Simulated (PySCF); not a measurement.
PySCF input for CH₂Cl₃Si, SMILES [CH2][Si](Cl)(Cl)Cl, multiplicity 2, PBE0/pcH-1. Geometry: PBE0-D3(BJ)/def2-SVP. The isomer is the one that the SMILES or the coordinates give; other isomers of the formula were not compared.

```python
import numpy as np
from pyscf import gto, scf, dft
from pyscf.prop.hfc import uks as hfc

mol = gto.M(
    atom='''
    C     2.11037272   -0.05696574    0.00000001
    Si    0.28642737   -0.01080462   -0.00000000
    Cl   -0.44521938   -0.94416056    1.67184653
    Cl   -0.44521938   -0.94416079   -1.67184639
    Cl   -0.40621655    1.92278768   -0.00000014
    H     2.68546040   -0.04643417    0.93122386
    H     2.68546041   -0.04643431   -0.93122384
    ''',
    basis='pcH-1',
    charge=0,
    spin=1,
    max_memory=1600,
    verbose=3,
)
mf = dft.UKS(mol, xc='pbe0').density_fit(auxbasis='def2-universal-jkfit')
mf.grids.level = 3
mf.conv_tol = 1e-10
mf.max_cycle = 100
mf.kernel()
fine, coarse = mf.grids, dft.Grids(mol).set(level=1).build(with_non0tab=True)
for _ in range(3):  # follow internal instabilities
    mf.grids = coarse
    mo, _, stable, _ = mf.stability(return_status=True, nroots=4)
    mf.grids = fine
    if stable:
        break
    mf.kernel(mf.make_rdm1(mo, mf.mo_occ))
A = hfc.HFC(mf).make_fcdip(mf.make_rdm1())  # Fermi contact and dipolar terms, MHz
print('atom   A(iso)/MHz   principal dipolar parts/MHz')
for i, a in enumerate(A):
    w = np.linalg.eigvalsh((a + a.T) / 2)
    print(f'{mol.atom_symbol(i):2s}{i + 1:3d} {w.mean():12.2f}', (w - w.mean()).round(2))
```

Log of the run:

```

WARN: HOMO -0.226616192282975 >= LUMO -0.226616192282975

converged SCF energy = -1708.84113775373  <S^2> = 0.75389244  2S+1 = 2.0038887
<class 'pyscf.df.df_jk.DFUKS'> wavefunction is stable in the internal stability analysis
atom   A(iso)/MHz   principal dipolar parts/MHz
C   1        83.97 [-75.84 -75.2  151.04]
Si  2        62.58 [-4.99  0.88  4.1 ]
Cl  3         1.65 [-2.79 -2.19  4.98]
Cl  4         1.65 [-2.79 -2.19  4.98]
Cl  5         8.26 [-7.57 -7.02 14.59]
H   6       -66.42 [-35.67  -1.76  37.43]
H   7       -66.42 [-35.67  -1.76  37.43]
```

The run converged.

Cost: about 5 core-minutes (a rough figure).
